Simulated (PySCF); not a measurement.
Question: What does the PBE0-D3(BJ)/def2-SVP structure of `[SiH2](Cl)[SiH2]CC#N` look like in three dimensions?

Answer: 
```
atom  x, y, z in Å
N1    -0.067    2.392   -1.067
C2     0.200    1.297   -0.796
C3     0.614   -0.047   -0.452
Si4    2.378   -0.063    0.298
Si5    3.838    1.190   -1.041
Cl6    5.754    0.752   -0.363
H7     0.608   -0.675   -1.359
H8    -0.097   -0.492    0.262
H9     2.328    0.516    1.673
H10    2.829   -1.484    0.371
H11    3.601    2.654   -0.911
H12    3.737    0.788   -2.474
```

Orientation and origin are arbitrary. Atoms count from 1 in this order. Si4 (SiH2 silicon) is tetrahedral (angles from 107.7° to 110.4°). Si5 (chlorine-bound silicon) is distorted tetrahedral (angles from 106.0° to 112.1°).

Bonds between heavy atoms (Å): N1≡C2 1.159, C2–C3 1.448, C3–Si4 1.917, Si4–Si5 2.344, Si5–Cl6 2.079.

Theory: PBE0-D3(BJ)/def2-SVP geometry optimisation, gas phase in PySCF 2.14.0.

Point group: C1 (no symmetry element, even within 0.4 Å). PBE0-D3(BJ)/def2-SVP frequencies: not computed here. The numbers are those of one conformer (C2–C3–Si4–Si5 -49°, C3–Si4–Si5–Cl6 -168°).
